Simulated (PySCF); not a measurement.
Mg(H)(OMe) (CH₄MgO), SMILES C[O][MgH].

Coordinates come from a B3LYP-D3(BJ)/def2-TZVP optimisation.

Method: C-PCM-B3LYP/def2-SVP (PySCF).

The values are the electrostatic part of the solvation free energy, E(continuum) − E(gas) at the gas-phase geometry, in a cavity of scaled van der Waals radii (PySCF's table); cavitation and dispersion terms are not included. A continuum can't describe solvent molecules that bind to the metal. In vacuum the orbital gap is 6.08 eV. The dipole moment in vacuum is 0.30 D.

| solvent | ε | ΔG(elec) (kcal/mol) | dipole (D) | gap (eV) |
|---|---|---|---|---|
| water | 78.36 | -9.5 | 0.60 | 6.52 |
| methanol | 32.61 | -9.3 | 0.59 | 6.51 |
| 2-propanol | 19.26 | -9.0 | 0.58 | 6.50 |
